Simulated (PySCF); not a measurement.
PySCF input for H2O2Sc, SMILES [Sc]([OH])[OH] (connectivity only; charge and spin as stated), neutral, multiplicity 2, TDA-PBE/def2-SVPD. Geometry optimised at B3LYP-D3(BJ)/def2-TZVP. One conformer was computed; it need not be the lowest.

```python
import numpy as np
from pyscf import gto, scf, dft, tdscf

mol = gto.M(
    atom='''
    Sc   -0.00000000    0.00000000    0.39908420
    O     0.00000000    1.68558423   -0.39279016
    H    -0.00000001    2.38117015   -1.04806282
    O    -0.00000000   -1.68558423   -0.39279016
    H     0.00000000   -2.38117014   -1.04806282
    ''',
    basis='def2-SVPD',
    charge=0,
    spin=1,
    max_memory=1600,
    verbose=4,
)
mf = dft.UKS(mol, xc='pbe').density_fit(auxbasis='def2-universal-jkfit')
mf.grids.level = 3
mf.conv_tol = 1e-9
mf.max_cycle = 100
mf.kernel()
fine, coarse = mf.grids, dft.Grids(mol).set(level=1).build(with_non0tab=True)
for _ in range(3):  # follow internal instabilities
    mf.grids = coarse
    mo, _, stable, _ = mf.stability(return_status=True, nroots=4)
    mf.grids = fine
    if stable:
        break
    mf.kernel(mf.make_rdm1(mo, mf.mo_occ))
mf.grids = dft.Grids(mol).set(level=1).build(with_non0tab=True)  # coarser grid for the response kernel
td = tdscf.TDA(mf)
td.nstates = 10
td.conv_tol = 1e-4
td.positive_eig_threshold = 1e-6
td.kernel(x0=td.get_init_guess(mf, 15))
td.analyze()
```

It prints:

```
PySCF version 2.14.0

[INPUT] verbose = 4
[INPUT] num. atoms = 5
[INPUT] num. electrons = 39
[INPUT] charge = 0
[INPUT] spin (= nelec alpha-beta = 2S) = 1
[INPUT] symmetry False subgroup None
[INPUT] Mole.unit = angstrom
[INPUT] Symbol           X                Y                Z      unit          X                Y                Z       unit  Magmom
[INPUT]  1 Sc     0.000000000000   0.000000000000   0.399084200000 AA    0.000000000000   0.000000000000   0.754159838641 Bohr   0.0
[INPUT]  2 O      0.000000000000   1.685584230000  -0.392790160000 AA    0.000000000000   3.185292554586  -0.742265826824 Bohr   0.0
[INPUT]  3 H     -0.000000010000   2.381170150000  -1.048062820000 AA   -0.000000018897   4.499759439490  -1.980551691139 Bohr   0.0
[INPUT]  4 O      0.000000000000  -1.685584230000  -0.392790160000 AA    0.000000000000  -3.185292554586  -0.742265826824 Bohr   0.0
[INPUT]  5 H      0.000000000000  -2.381170140000  -1.048062820000 AA    0.000000000000  -4.499759420592  -1.980551691139 Bohr   0.0

nuclear repulsion = 124.522928157216
number of shells = 38
number of NR pGTOs = 162
number of NR cGTOs = 96
basis = def2-SVPD
ecp = {}


[settings echo left out]
init E= -911.681590657953

WARN: alpha nocc = 20  HOMO -0.38685465257429 >= LUMO -0.386170629893053

  beta  nocc = 19  HOMO = -0.494406788298265  LUMO = -0.38685465257429

WARN: HOMO -0.38685465257429 >= LUMO -0.38685465257429

cycle= 1 E= -911.140416518869  delta_E= 0.541  |g|= 1.09  |ddm|= 2.28
  alpha nocc = 20  HOMO = 0.00217738093042597  LUMO = 0.0240553093986469
  beta  nocc = 19  HOMO = -0.111674542318454  LUMO = 0.00425689687209108
  HOMO = 0.00217738093043  LUMO = 0.00425689687209  gap/eV = 0.05659
cycle= 2 E= -910.29661508167  delta_E= 0.844  |g|=  1.7  |ddm|= 3.71
  alpha nocc = 20  HOMO = -0.0931130605740953  LUMO = -0.0149998097082767
  beta  nocc = 19  HOMO = -0.283196871748817  LUMO = -0.0805681607464375
  HOMO = -0.0931130605741  LUMO = -0.0805681607464  gap/eV = 0.34136
cycle= 3 E= -911.783245413045  delta_E= -1.49  |g|= 0.412  |ddm|= 2.75
  alpha nocc = 20  HOMO = -0.134584600067689  LUMO = -0.0953208053075705
  beta  nocc = 19  HOMO = -0.229367161372044  LUMO = -0.113497402399349
  HOMO = -0.134584600068  LUMO = -0.113497402399  gap/eV = 0.57381
cycle= 4 E= -911.697325170593  delta_E= 0.0859  |g|= 0.666  |ddm|=  1.1
  alpha nocc = 20  HOMO = -0.129674505173823  LUMO = -0.0932091103155939
  beta  nocc = 19  HOMO = -0.277955764298459  LUMO = -0.0990904257395595
  HOMO = -0.129674505174  LUMO = -0.0990904257396  gap/eV = 0.83224
cycle= 5 E= -911.878761071618  delta_E= -0.181  |g|= 0.0767  |ddm|= 0.499
  alpha nocc = 20  HOMO = -0.126236034286092  LUMO = -0.0769625673132073
  beta  nocc = 19  HOMO = -0.264805309837811  LUMO = -0.0877867300309445
  HOMO = -0.126236034286  LUMO = -0.0877867300309  gap/eV = 1.04626
cycle= 6 E= -911.882358599177  delta_E= -0.0036  |g|= 0.0311  |ddm|= 0.288
  alpha nocc = 20  HOMO = -0.125995351817252  LUMO = -0.0761265334668234
  beta  nocc = 19  HOMO = -0.267865321324383  LUMO = -0.086837850185205
  HOMO = -0.125995351817  LUMO = -0.0868378501852  gap/eV = 1.06553
cycle= 7 E= -911.882781538574  delta_E= -0.000423  |g|= 0.00607  |ddm|= 0.0439
  alpha nocc = 20  HOMO = -0.12662807286964  LUMO = -0.0769888190670717
  beta  nocc = 19  HOMO = -0.268643942862579  LUMO = -0.0872676398227918
  HOMO = -0.12662807287  LUMO = -0.0872676398228  gap/eV = 1.07105
cycle= 8 E= -911.88279871635  delta_E= -1.72e-05  |g|= 0.000586  |ddm|= 0.0193
  alpha nocc = 20  HOMO = -0.126582338849094  LUMO = -0.0769079368824552
  beta  nocc = 19  HOMO = -0.268619355476487  LUMO = -0.0870711674183662
  HOMO = -0.126582338849  LUMO = -0.0870711674184  gap/eV = 1.07515
cycle= 9 E= -911.882798856037  delta_E= -1.4e-07  |g|= 0.000395  |ddm|= 0.00581
  alpha nocc = 20  HOMO = -0.126622025616518  LUMO = -0.0769887486954482
  beta  nocc = 19  HOMO = -0.26865012963962  LUMO = -0.0870996167166758
  HOMO = -0.126622025617  LUMO = -0.0870996167167  gap/eV = 1.07546
cycle= 10 E= -911.882798960532  delta_E= -1.04e-07  |g|= 3.62e-05  |ddm|= 0.0016
  alpha nocc = 20  HOMO = -0.126617316864694  LUMO = -0.0769826551279559
  beta  nocc = 19  HOMO = -0.268648659561317  LUMO = -0.0870950442551695
  HOMO = -0.126617316865  LUMO = -0.0870950442552  gap/eV = 1.07546
cycle= 11 E= -911.882798962022  delta_E= -1.49e-09  |g|= 1.7e-05  |ddm|= 0.000446
  alpha nocc = 20  HOMO = -0.126618214227442  LUMO = -0.0769860473888328
  beta  nocc = 19  HOMO = -0.26865281002688  LUMO = -0.0870956354675503
  HOMO = -0.126618214227  LUMO = -0.0870956354676  gap/eV = 1.07546
cycle= 12 E= -911.882798962235  delta_E= -2.12e-10  |g|= 3.93e-06  |ddm|= 0.000158
  alpha nocc = 20  HOMO = -0.126619695159259  LUMO = -0.0769893007408191
  beta  nocc = 19  HOMO = -0.268653694449048  LUMO = -0.087097425192586
  HOMO = -0.126619695159  LUMO = -0.0870974251926  gap/eV = 1.07546
Extra cycle  E= -911.882798962174  delta_E= 6.09e-11  |g|= 1.07e-05  |ddm|= 3.25e-05
converged SCF energy = -911.882798962174  <S^2> = 0.75094456  2S+1 = 2.0009443
tot grids = 22744
uhf_internal: lowest eigs of H = [0.32862917 0.33506607 0.33711179 0.33848288]
<class 'pyscf.df.df_jk.DFUKS'> wavefunction is stable in the internal stability analysis
tot grids = 22744
Overwritten attributes  positive_eig_threshold  of <class 'pyscf.tdscf.uks.TDA'>


******** <class 'pyscf.tdscf.uks.TDA'> for <class 'pyscf.df.df_jk.DFUKS'> ********
nstates = 10
deg_eia_thresh = 1.000e-03
wfnsym = None
conv_tol = 0.0001
eigh lindep = 1e-12
eigh level_shift = 0
eigh max_cycle = 100


Excitation energies (eV)
[0.74097793 0.83917657 1.99670036 2.25624264 2.97264769 2.97890631
 3.08364946 3.23913261 4.60114615 4.65496986]

** Excitation energies and oscillator strengths **
Excited State   1:      0.74098 eV   1673.25 nm  f=0.0080
      20a ->   22a      0.99670
Excited State   2:      0.83918 eV   1477.45 nm  f=0.0131
      20a ->   21a      0.99183
      20a ->   25a     -0.10411
Excited State   3:      1.99670 eV    620.95 nm  f=0.0000
      20a ->   23a     -0.99942
Excited State   4:      2.25624 eV    549.52 nm  f=0.0247
      20a ->   24a      0.99885
Excited State   5:      2.97265 eV    417.08 nm  f=0.2779
      20a ->   26a     -0.99177
Excited State   6:      2.97891 eV    416.21 nm  f=0.0005
      20a ->   25a      0.83439
      20a ->   27a     -0.52754
Excited State   7:      3.08365 eV    402.07 nm  f=0.2101
      20a ->   25a      0.51524
      20a ->   27a      0.84581
Excited State   8:      3.23913 eV    382.77 nm  f=0.0627
      20a ->   28a     -0.99796
Excited State   9:      4.60115 eV    269.46 nm  f=0.0025
      19a ->   22a     -0.24700
      20a ->   29a     -0.96351
Excited State  10:      4.65497 eV    266.35 nm  f=0.0008
      18a ->   22a     -0.30850
      19a ->   21a     -0.94665

** Transition electric dipole moments (AU) **
state          X           Y           Z        Dip. S.      Osc.
  1         0.6633      0.0000      0.0000      0.4400      0.0080
  2        -0.0000     -0.0000      0.7976      0.6362      0.0131
  3        -0.0000      0.0000     -0.0000      0.0000      0.0000
  4        -0.0000      0.6680      0.0000      0.4462      0.0247
  5        -1.9532      0.0000     -0.0000      3.8152      0.2779
  6         0.0000      0.0000      0.0835      0.0070      0.0005
  7        -0.0000     -0.0000      1.6675      2.7805      0.2101
  8        -0.0000     -0.8890     -0.0000      0.7902      0.0627
  9         0.0000      0.0000      0.1500      0.0225      0.0025
 10         0.0849      0.0000      0.0000      0.0072      0.0008

** Transition velocity dipole moments (imaginary part, AU) **
state          X           Y           Z        Dip. S.      Osc.
  1        -0.0265      0.0000     -0.0000      0.0007      0.0171
  2         0.0000      0.0000     -0.0126      0.0002      0.0034
  3        -0.0000      0.0000     -0.0000      0.0000      0.0000
  4        -0.0000      0.0222      0.0000      0.0005      0.0040
  5        -0.0999      0.0000      0.0000      0.0100      0.0609
  6         0.0000      0.0000      0.0290      0.0008      0.0051
  7        -0.0000     -0.0000      0.1228      0.0151      0.0887
  8        -0.0000     -0.0761      0.0000      0.0058      0.0325
  9         0.0000      0.0000      0.0794      0.0063      0.0249
 10         0.0033      0.0000      0.0000      0.0000      0.0000

** Transition magnetic dipole moments (imaginary part, AU) **
state          X           Y           Z
  1         0.0000      0.3785      0.0000
  2        -0.0000     -0.0000      0.0000
  3         0.0000      0.0000      0.9500
  4         0.6079      0.0000     -0.0000
  5        -0.0000      0.4947     -0.0000
  6         0.0000     -0.0000      0.0000
  7        -0.0000      0.0000      0.0000
  8        -0.1179      0.0000     -0.0000
  9        -0.0000     -0.0000     -0.0000
 10        -0.0000      0.1129     -0.0000
```

The calculation finished and met its thresholds.

Cost: around 50 core-seconds (rough).
